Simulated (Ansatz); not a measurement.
Compare A (`F[SiH](F)[O][GeH3]`) with its isomer B (`[F][GeH]([F])[O][SiH3]`).

Isolated molecules relaxed with PBE0-D4/def2-TZVP in Ansatz; ΔE leaves out vibrations. CBS: MP2 limit from def2 TZ/QZ plus the TZ coupled-cluster correction, frozen cores. Functionals use def2-TZVPP. For Ge outer-core shells are correlated without core-valence functions, which leaves a few kJ/mol of doubt a bond. Scalar relativity is left out up to krypton. One conformer a species, not always the lowest.

Which is lower in electronic energy at CCSD(T)/CBS, and by how much? (Best estimate.)

Computed: A, by 42.7 kcal/mol.

Give E(B) − E(A) in kcal/mol with PBE-D4, CCSD(T)/def2-TZVPP, BLYP-D4, ωB97M-V, HF/def2-TZVPP, CCSD/def2-TZVPP, B2PLYP. (Estimate.)

Computed: PBE-D4 39.1, CCSD(T)/def2-TZVPP 40.8, BLYP-D4 39.6, ωB97M-V 41.7, HF/def2-TZVPP 41.3, CCSD/def2-TZVPP 41.4, B2PLYP 41.0. None reverses the order clearly.

Largest T1 diagnostic: 0.012.

At CCSD(T), def2-SVP lies −9.8 kcal/mol from the extrapolated value and def2-TZVPP −1.8 kcal/mol. From PBE to PBE0 (25 % exact exchange), in def2-TZVPP and without D4, E(B) − E(A) moves by +1.7 kcal/mol.
